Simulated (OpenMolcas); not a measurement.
**4d along the 37-electron sequence**

* Program: OpenMolcas
* Method: CASSCF
* Basis: ANO-RCC-VTZP
* Scalar Hamiltonian: DKH2, point nucleus
* Spin-orbit coupling: RASSI with atomic mean-field integrals over the reference wave functions, term energies averaged over their components

Active space for each ion: 1 electron in 10 orbitals (4d 5d).

Computed levels in cm-1 above ²D_3/2:

| Level | Zr3+ | Nb4+ | Mo5+ | Tc6+ | Ru7+ |
| --- | --- | --- | --- | --- | --- |
| ²D_5/2 | 1226 | 1848 | 2484 | 3291 | 4195 |
| weight of ²D in the lowest level (%) | 100 | 100 | 100 | 100 | 100 |

Measured, with the error of the calculation in %. Measured levels: Zr3+ from the list in Rauch et al., Astron. Astrophys. 599, A142 (2017); Nb4+ from Moore, Atomic Energy Levels, vol. II, NSRDS-NBS 35 (1971 reprint of NBS Circular 467, 1952); Mo5+ from Sugar and Musgrove, J. Phys. Chem. Ref. Data 17, 155 (1988).

```
 Level         Zr3+         Nb4+         Mo5+
²D_5/2  1251 (-2.0)  1870 (-1.2)  2584 (-3.9)
```

The fine-structure level ²D_5/2 changes by a factor of 3.42 from Zr3+ to Ru7+. Its fourth root runs 5.92, 6.56, 7.06, 7.57, 8.05, with steps per unit of Z of 0.64, 0.50, 0.51, 0.47; equal steps would mean a (Z - σ)^4 law with constant σ.

With one active electron outside closed inactive shells, the extra shells (5d) add no correlation to the reference. With one active electron the reference holds no correlation, so core polarisation is missing. Computed and measured levels are paired by configuration, term and J; levels that our copy of the source lacks, or whose pairing is in doubt (as where it misses far off the trend of its configuration), stay unpaired and out of the deviations. Only configurations of the active space appear.
